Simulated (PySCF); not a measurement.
C₂H₈OSi₂, SMILES C1O[SiH2][Si@H]1C. The structure is a stationary point at PBE-D3(BJ)/def2-SVP. The structure was generated by enumeration; whether it is a known compound was not checked.

### Question
Give the equilibrium geometry at PBE-D3(BJ)/def2-SVP (PySCF confirms it by a frequency run) as bond lengths and angles. (The exact figures need the calculation; the answer reports its results.)

### Answer

Atoms: C1 Si2 C3 O4 Si5 H6 H7 H8 H9 H10 H11 H12 H13. Bonds (Å): C1–Si2 1.891, C1–H6 1.109, C1–H7 1.109, C1–H8 1.108, Si2–C3 1.950, Si2–Si5 2.344, Si2–H9 1.509, C3–O4 1.452, C3–H10 1.113, C3–H11 1.114, O4–Si5 1.717, Si5–H12 1.508, Si5–H13 1.510. Bond angles (°): Si2–C1–H6 110.8, Si2–C1–H7 110.8, Si2–C1–H8 110.7, H6–C1–H7 107.9, H6–C1–H8 108.2, H7–C1–H8 108.4, C1–Si2–C3 116.2, C1–Si2–Si5 121.2, C1–Si2–H9 110.3, C3–Si2–Si5 71.8, C3–Si2–H9 113.9, Si5–Si2–H9 118.5, Si2–C3–O4 101.9, Si2–C3–H10 114.1, Si2–C3–H11 113.4, O4–C3–H10 110.1, O4–C3–H11 110.1, H10–C3–H11 107.2, C3–O4–Si5 106.1, Si2–Si5–O4 80.3, Si2–Si5–H12 121.7, Si2–Si5–H13 120.3, O4–Si5–H12 112.3, O4–Si5–H13 112.3, H12–Si5–H13 107.1.
